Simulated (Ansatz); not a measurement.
Stretching the Be1–O2 bond in BeO (multiplicity 1 held). Energies count from the point at 1.327 Å.


Signs of static correlation in aug-cc-pVDZ, from Ansatz (a quantum-chemistry and plane-wave program) runs.

```csv
R (Å),T1 of restricted CCSD,⟨S²⟩ of UHF,largest double amplitude of restricted CCSD
1.061,0.023,0.000,0.036
1.194,0.034,0.000,0.033
1.327,0.046,1.010,0.033
1.459,0.055,1.011,0.048
1.592,0.059,1.011,(withheld)
1.791,0.074,1.011,(withheld)
1.990,0.106,1.010,0.256
2.322,0.124,1.162,0.279
2.653,0.103,1.295,0.227
3.051,0.060,1.239,0.164
3.582,0.023,1.174,0.222
4.245,0.012,1.141,0.244
5.307,0.012,1.130,0.250
```

Task: Fill in the missing entries.

Result: 
- 1.592, largest double amplitude of restricted CCSD: 0.088
- 1.791, largest double amplitude of restricted CCSD: 0.189

Doubts at one or more of the structures used: a restricted determinant that unrestricted orbitals would lower (R-CCSD(T)/aug-cc-pVDZ); T1 above 0.05 (R-CCSD(T)/aug-cc-pVDZ, U-CCSD(T)/aug-cc-pVDZ); a spin-contaminated determinant (U-CCSD(T)/aug-cc-pVDZ); the program's own flag: large difference (U-CCSD(T)/aug-cc-pVDZ).
